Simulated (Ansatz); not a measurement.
GeH(NMe2)3 (C6H19GeN3). Total charge 0; singlet. Geometry PBE-D4/def2-SVP, basis def2-TZVP, Ansatz.

| atom | x (Å) | y (Å) | z (Å) |
| --- | --- | --- | --- |
| Ge1 | 0.753 | 0.124 | -0.009 |
| H2 | 2.236 | 0.582 | -0.151 |
| N3 | 0.149 | -0.161 | -1.740 |
| C4 | -1.239 | -0.510 | -1.960 |
| C5 | 0.778 | 0.515 | -2.853 |
| H6 | -1.894 | 0.377 | -2.160 |
| H7 | -1.647 | -1.039 | -1.074 |
| H8 | -1.347 | -1.194 | -2.835 |
| H9 | 1.833 | 0.763 | -2.614 |
| H10 | 0.789 | -0.134 | -3.761 |
| H11 | 0.266 | 1.468 | -3.146 |
| N12 | -0.074 | 1.417 | 1.034 |
| C13 | -1.493 | 1.312 | 1.308 |
| C14 | 0.439 | 2.768 | 1.056 |
| H15 | -1.734 | 1.713 | 2.321 |
| H16 | -1.810 | 0.249 | 1.287 |
| H17 | -2.129 | 1.874 | 0.577 |
| H18 | 1.526 | 2.778 | 0.831 |
| H19 | -0.062 | 3.451 | 0.321 |
| H20 | 0.307 | 3.231 | 2.063 |
| N21 | 0.352 | -1.455 | 0.860 |
| C22 | 0.409 | -1.524 | 2.305 |
| C23 | 0.547 | -2.726 | 0.193 |
| H24 | -0.419 | -2.153 | 2.711 |
| H25 | 0.311 | -0.510 | 2.740 |
| H26 | 1.366 | -1.969 | 2.682 |
| H27 | 0.553 | -2.581 | -0.906 |
| H28 | 1.507 | -3.225 | 0.480 |
| H29 | -0.274 | -3.440 | 0.442 |

```tsv
run	HOMO (eV)	LUMO (eV)
A	-4.61	-0.21
B	-5.77	0.81
C	-5.38	0.44
D	-8.99	3.36
E	-4.72	0.58
F	-4.50	0.03
```

HSE06 is defined as in plane-wave codes, on full-range PBE exchange. Single mean-field runs in def2-TZVP are fitted with def2-universal-jkfit.

Problem. The runs used HF, HSE06, LDA (SPW92), PBE, PBE0, r2SCAN. Estimate which is which.

Solution. A LDA (SPW92) (0 % exact exchange); B PBE0 (25 % exact exchange); C HSE06 (range-separated); D HF (100 % exact exchange); E r2SCAN (0 % exact exchange); F PBE (0 % exact exchange). Exact exchange lowers occupied and raises empty levels; among semilocal functionals meta-GGAs tend to open the gap a little, and such runs are hard to tell apart. The gap grows from 4.40 eV (LDA (SPW92)) to 12.35 eV (HF).
